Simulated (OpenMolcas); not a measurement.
# Br V: the spin-orbit constant, worked from levels

| Item | Value |
| --- | --- |
| Program | OpenMolcas 26.06 |
| Basis | ANO-RCC-VDZP [5s4p2d] |
| Scalar Hamiltonian | DKH2, point nucleus |
| Active space | 3 electrons in 4 orbitals (4s 4p) |
| State averaging | 2S+1 = 4 odd, 1 root; 2S+1 = 2 odd, 11 roots; 2S+1 = 4 even, 3 roots; 2S+1 = 2 even, 9 roots |
| Spin-orbit coupling | state interaction with AMFI integrals over the reference wave functions, term energies averaged over their components |

Methods: CASSCF; MS-CASPT2, IPEA 0.25 Eh, imaginary shift 0.1 Eh (closed shells correlated: 3d). Measured levels: Moore, Atomic Energy Levels, vol. II, NSRDS-NBS 35 (1971 reprint of NBS Circular 467, 1952).

**The spin-orbit constant.** For the Hund term 2P* of p1, E(J) = (A/2) J(J+1) + constant and ζ = 2S·A = A. From J = 1/2 to J = 3/2 the energy changes by 1.5 A.

```
   Source  E(3/2) - E(1/2)       A     ζ
   CASSCF           4936.8  3291.2  3291
MS-CASPT2           4945.5  3297.0  3297
 measured           6090.0  4060.0  4060
```

All in cm-1. MS-CASPT2 is off by -18.8 % and CASSCF by -18.9 %. Both methods take the spin-orbit matrix elements from the reference wave functions, so the second can move ζ only through the term energies and any multistate remixing.

Over all roots computed the reference weight is 0.91 to 0.99 in MS-CASPT2; the roots of lowest weight are the least certain, and an intruder state may touch them. The basis is small and was not contracted for so high a charge. Some terms miss by over 15 % even with CASPT2, which points to a basis or an active space too small for the shells correlated (holds for MS-CASPT2). Computed and measured levels are paired by configuration, term and J; levels that our copy of the source lacks, or whose pairing is in doubt (as where it misses far off the trend of its configuration), stay unpaired and out of the deviations. Levels of configurations outside the active space are missing.

* marks odd parity.
